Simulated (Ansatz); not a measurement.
Consider the ligand exchange at the Si–N bond: `C=N[SiH2]N1BC1` + silanol → `C=N[SiH2]O[SiH3]` + `B1CN1`.

Gas-phase electronic energies from Ansatz, PBE0-D4/def2-TZVP geometries. CCSD(T)/CBS adds triple-zeta CCSD(T) − MP2 to the extrapolated MP2 energy (def2 sets, frozen cores). This one scheme is used for every species. Each species was taken in one conformer, which may not be the lowest.

`C=N[SiH2]N1BC1`:

```xyz
13

C    -0.066    0.017    2.517
N    -0.361   -1.024    1.877
Si   -0.370   -1.223    0.160
N     0.084    0.197   -0.702
B     0.480    1.462   -1.005
C     0.203    0.505   -2.172
H    -0.099    0.017    3.613
H     0.235    0.967    2.052
H     0.580   -2.312   -0.173
H    -1.743   -1.610   -0.244
H     0.788    2.492   -0.509
H     1.006   -0.013   -2.693
H    -0.736    0.525   -2.722
```

`O[SiH3]`:

```xyz
6

O    -0.270    0.910   -0.861
Si    0.234   -0.262    0.182
H    -1.178    1.206   -0.797
H     0.111    0.175    1.600
H     1.655   -0.513   -0.146
H    -0.552   -1.516    0.021
```

`C=N[SiH2]O[SiH3]`:

Z-matrix (Å, degrees):
```
Si
N 1 1.727
O 1 1.637 2 113.5
H 1 1.480 2 107.0 3 119.6
H 1 1.483 2 107.0 3 -120.9
C 2 1.257 1 126.9 3 0.3
Si 3 1.634 1 147.6 2 -106.7
H 6 1.096 2 120.4 1 -180.0
H 6 1.101 2 124.1 1 -0.0
H 7 1.484 3 109.4 1 -123.4
H 7 1.487 3 110.3 1 -3.0
H 7 1.485 3 109.0 1 117.1
```

`B1CN1`:

Z-matrix (Å, degrees):
```
C
N 1 1.467
B 1 1.562 2 52.5
H 1 1.090 2 116.6 3 110.6
H 1 1.090 2 116.6 3 -110.6
H 2 1.002 1 135.2 3 180.0
H 3 1.183 1 155.2 2 -180.0
```

| level | ΔE (eV) |
| --- | --- |
| MP2/def2-TZVPP | -0.38 |
| CCSD(T)/def2-TZVPP | -0.41 |

Q: What does CCSD(T)/CBS give? (Best estimate.)

A: Ansatz gave: -0.42 eV. The listed levels differ from it by 0.04, 0.01 eV.

Largest T1 diagnostic among the species: 0.014.

In def2-TZVPP, CCSD(T) changes the Hartree–Fock value by +0.10 eV (the triples alone add +0.02 eV) and MP2 by +0.13 eV.
